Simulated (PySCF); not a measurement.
These are PBE-D3(BJ)/def2-TZVP // CAM-B3LYP-D3(BJ)/def2-TZVP (PySCF) values and carry that method's errors. All species are isolated molecules in the gas phase. One relaxed conformer stands for a flexible species; it need not be the lowest. Delta-SCF ions had no search for a lower state. Excitations are Tamm–Dancoff values on a coarser integration grid. The basis has no diffuse functions, so Rydberg states are missing or too high.

Reference species (SMILES): `BC(=C)C(=C)C` (neutral, multiplicity 1).

| Quantity | Result |
|---|---|
| S1 excitation (TDA) | 3.70 eV |
| HOMO | -6.04 eV |
| vertical ionisation energy (Delta-SCF) | 8.88 eV |

After one change: the S1 excitation (TDA) decreases by 0.13 eV; the HOMO increases by 0.16 eV; the vertical ionisation energy (Delta-SCF) decreases by 0.19 eV.

**Question.** What was changed between the two runs? The new species is one of these.
A. `BC(=C)/C=C\C`
B. `B/C=C/C=C\C`
C. `B/C(C=C)=C/C`
D. `B/C=C/C(=C)C`

**Answer.** A, `BC(=C)/C=C\C`
